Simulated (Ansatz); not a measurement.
Process, species as SMILES: N#P (N-P) + H+ → P#[NH+]
B3LYP-D3(BJ)/def2-TZVP geometries, fixed; electronic energies without zero-point terms; positive where energy is released.

How fast the proton affinity converges with the basis for several methods (Ansatz, a program for electronic structure): deviation from each method's own reference, in kcal/mol. References: B2PLYP 195.37 kcal/mol, the value in pcseg-4; B3LYP 198.45 kcal/mol, the value in pcseg-4; CCSD(T) 195.44 kcal/mol, Hartree-Fock in aug-cc-pV(Q+d)Z plus the correlation part extrapolated as X^-3 from aug-cc-pV(T+d)Z and aug-cc-pV(Q+d)Z; HF 205.29 kcal/mol, the value in aug-pcseg-3; MP2 191.50 kcal/mol, Hartree-Fock in aug-cc-pV(Q+d)Z plus the correlation part extrapolated as X^-3 from aug-cc-pV(T+d)Z and aug-cc-pV(Q+d)Z; PBE 195.52 kcal/mol, the value in pcseg-4. All functions are spherical. In correlated methods cores are frozen. A restricted Hartree-Fock determinant is unstable towards unrestricted orbitals. The proton sits at the site shown, which need not be the one that binds it best. No added dispersion term, no relativity. 

```
basis            functions  B2PLYP  B3LYP  CCSD(T)     HF   MP2    PBE
---------------  ---------  ------  -----  -------  -----  ----  -----
def2-SVP                37    1.59    ___     4.99   0.11  3.73   0.65
6-311++G(2d,2p)         72   -1.38    ___     0.63  -2.50  0.42  -1.87
jun-cc-pV(T+d)Z        101   -0.54    ___     0.30  -0.80  0.40  -0.59
aug-cc-pV(T+d)Z        124   -0.59    ___     0.10  -0.74  0.19  -0.56
cc-pV(Q+d)Z            149    0.12    ___     0.71  -0.25  0.88   0.25
pcseg-3                157    0.35    ___     1.33   0.12  1.52   0.15
def2-QZVPP             157    0.00    ___     0.63  -0.28  0.77   0.03
def2-QZVPPD            172   -0.17    ___     0.44  -0.35  0.56  -0.15
```

Task: Some entries are withheld; supply them.

Result: 
- def2-SVP, B3LYP: 0.62
- 6-311++G(2d,2p), B3LYP: -1.89
- jun-cc-pV(T+d)Z, B3LYP: -0.63
- aug-cc-pV(T+d)Z, B3LYP: -0.60
- cc-pV(Q+d)Z, B3LYP: 0.14
- pcseg-3, B3LYP: 0.14
- def2-QZVPP, B3LYP: -0.02
- def2-QZVPPD, B3LYP: -0.15

Mean absolute deviation over 6-311++G(2d,2p), jun-cc-pV(T+d)Z, aug-cc-pV(T+d)Z: MP2 0.34, CCSD(T) 0.34, B2PLYP 0.83, PBE 1.01, B3LYP 1.04, HF 1.35 kcal/mol.
